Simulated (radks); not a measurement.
The numbers below are computed, except where a source is named.
S3+, configuration [Ne] 3s2 4f1 (not the ground configuration).

Level of theory: non-relativistic Kohn-Sham, BLYP, spin-polarised, spherical densities, point nucleus; open shells are filled with parallel spins first (a radial shooting solver on a logarithmic mesh with Libxc functionals).

Energy parts (eV):
part                      energy
total                 -10732.539
kinetic                10721.118
electron-nucleus      -24901.340
Hartree                 4105.033
exchange-correlation    -657.350

Orbitals (lengths in bohr, moments of r in powers of bohr; <r^-3> diverges for s and p1/2):
| orbital | occ. | eigenvalue (eV) | <r^-3> | <r> |
|---|---|---|---|---|
| 1s down | 1 | -2453.923 | - | 0.09728 |
| 1s up | 1 | -2453.922 | - | 0.09728 |
| 2s down | 1 | -262.4409 | - | 0.4794 |
| 2s up | 1 | -262.4399 | - | 0.4794 |
| 2p down | 3 | -209.0000 | 81.42 | 0.4402 |
| 2p up | 3 | -208.9990 | 81.42 | 0.4402 |
| 3s up | 1 | -58.7277 | - | 1.478 |
| 3s down | 1 | -58.6003 | - | 1.476 |
| 4f up | 1 | -11.9007 | 0.03235 | 4.198 |

The highest occupied level is 4f up at -11.901 eV. The electron density at the nucleus is 2685 e/bohr^3. Spin moment in Bohr magnetons: 1.
